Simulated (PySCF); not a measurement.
## Deuteron quadrupole couplings in `CC(=S)C#C[Si@@H](C)P`

C5H9PSSi.
Atom-mapped SMILES: `[CH3:1][C:2](=[S:3])[C:4]#[C:5][Si@@H:6]([CH3:7])[PH2:8]` (hydrogens: H9, H10, H11 on C1; H12 on Si6; H13, H14, H15 on C7; H16, H17 on P8)

Structure used (GFN2-xTB), in Å, numbered top down from 1:
```xyz
17
C5H9PSSi angstrom
C     -3.4924    0.8454   -0.1865
C     -2.3083    0.4791   -1.0152
S     -2.3833    0.3164   -2.6448
C     -1.0926    0.2658   -0.3582
C     -0.0225    0.0489    0.1752
Si     1.6715   -0.1864    0.8907
C      2.1939   -1.9936    0.6168
P      3.1620    1.1683   -0.1224
H     -3.6856    0.0643    0.5500
H     -3.2937    1.7678    0.3606
H     -4.3684    0.9769   -0.8165
H      1.5996    0.1741    2.3145
H      1.5237   -2.6740    1.1322
H      2.1862   -2.2526   -0.4386
H      3.1990   -2.1627    0.9930
H      2.7437    0.8806   -1.4099
H      2.3602    2.2937   -0.0507
```

Level: PBE0/pcSseg-1 (PySCF, non-relativistic); Q(2H) = 0.00286 b; rigid geometry, the same for H and D, with no vibrational averaging.

Question: Rank these positions by the coupling χzz of a deuteron there, largest first.
A. H11 (methyl hydrogen)
B. H12 (Si–H hydrogen)
C. H13 (methyl hydrogen)
D. H17 (P–H hydrogen)

Answer: C (219 kHz), A (207 kHz), D (144 kHz), B (105 kHz).

Question: What are Vzz, η and χzz (234.96 MHz × Q × Vzz) at all hydrogens?

Answer: 
| atom | bonded to | bond length (Å) | Vzz (au) | η | χzz (kHz) |
| --- | --- | --- | --- | --- | --- |
| H9 | C1 | 1.091 | 0.3071 | 0.04 | 206 |
| H10 | C1 | 1.091 | 0.3075 | 0.04 | 207 |
| H11 | C1 | 1.087 | 0.3088 | 0.03 | 207 |
| H12 | Si6 | 1.471 | 0.1559 | 0.00 | 105 |
| H13 | C7 | 1.085 | 0.3253 | 0.00 | 219 |
| H14 | C7 | 1.087 | 0.3216 | 0.01 | 216 |
| H15 | C7 | 1.086 | 0.3223 | 0.00 | 217 |
| H16 | P8 | 1.384 | 0.2129 | 0.08 | 143 |
| H17 | P8 | 1.384 | 0.2140 | 0.07 | 144 |

Question: Average by the element that carries the hydrogen.

Answer: on C: 212 kHz over 6 positions, mean bond length 1.088 Å; on Si: 105 kHz over 1 position, mean bond length 1.471 Å; on P: 143 kHz over 2 positions, mean bond length 1.384 Å.

One conformer (not necessarily the lowest) at the GFN2-xTB geometry, without solvent, vibrations or thermal averaging. GFN2-xTB bond lengths can be off by several hundredths of an ångström, more for odd bonds, and the gradients follow them. These gradients aren't converged with respect to the basis.

The run behind these numbers computed NMR shieldings as well. Hardware: Intel Xeon at 2.50 GHz, one thread, no GPU, on a shared host. Cost: 2.7 min wall, 2.4 min CPU (grids of density and orbitals included), 0.91 GiB resident at most.
